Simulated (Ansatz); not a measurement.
System (SMILES): F[SiH] (F-SiH) (closed-shell singlet).
Atoms: Si1, H2, F3. Bonds: Si1-H2, Si1-F3.

Basis-set convergence of the harmonic zero-point energy at PBE with Ansatz (a program for electronic structure). Each level at its own minimum, finite differences of forces, unscaled; the reference is a large set that could be run, not a limit. Cartesian d functions, on some or all atoms, in 6-31G*, 6-31+G*, 6-311G**, 6-311+G**; all else is spherical. No added dispersion term, no relativity. Reference: the value in pcseg-3, 5.02 kcal/mol. Deviations are taken from unrounded values.

| basis | functions | harmonic zero-point energy (kcal/mol) |
|---|---|---|
| 6-31G* | 36 | 5.10 |
| 6-31+G* | 44 | 5.04 |
| def2-SVP | 37 | 5.08 |
| def2-SVPD | 55 | 5.01 |
| pcseg-1 | 37 | 5.04 |
| aug-pcseg-1 | 59 | 4.98 |
| cc-pV(D+d)Z | 42 | 5.02 |
| aug-cc-pV(D+d)Z | 64 | 4.95 |
| 6-311G** | 51 | 5.03 |
| 6-311+G** | 59 | 5.00 |
| def2-TZVP | 74 | 5.04 |
| def2-TZVPD | 92 | 5.03 |
| pcseg-2 | 78 | 5.03 |
| aug-pcseg-2 | 119 | 5.02 |
| cc-pV(T+d)Z | 83 | 5.03 |
| aug-cc-pV(T+d)Z | 124 | 5.01 |
| def2-TZVPP | 87 | 5.03 |
| def2-TZVPPD | 105 | 5.03 |

What the diffuse functions change, pair by pair:
- 6-31G* to 6-31+G*: 8 more functions, deviation 0.08 to 0.02 kcal/mol
- def2-SVP to def2-SVPD: 18 more functions, deviation 0.05 to -0.01 kcal/mol
- pcseg-1 to aug-pcseg-1: 22 more functions, deviation 0.01 to -0.04 kcal/mol
- cc-pV(D+d)Z to aug-cc-pV(D+d)Z: 22 more functions, deviation -0.01 to -0.08 kcal/mol
- 6-311G** to 6-311+G**: 8 more functions, deviation 0.00 to -0.02 kcal/mol
- def2-TZVP to def2-TZVPD: 18 more functions, deviation 0.01 to 0.00 kcal/mol
- pcseg-2 to aug-pcseg-2: 41 more functions, deviation 0.01 to 0.00 kcal/mol
- cc-pV(T+d)Z to aug-cc-pV(T+d)Z: 41 more functions, deviation 0.00 to -0.02 kcal/mol
- def2-TZVPP to def2-TZVPPD: 18 more functions, deviation 0.01 to 0.00 kcal/mol

They bring the value nearer the reference by more than 0.01 kcal/mol in 2 of 9 pairs.
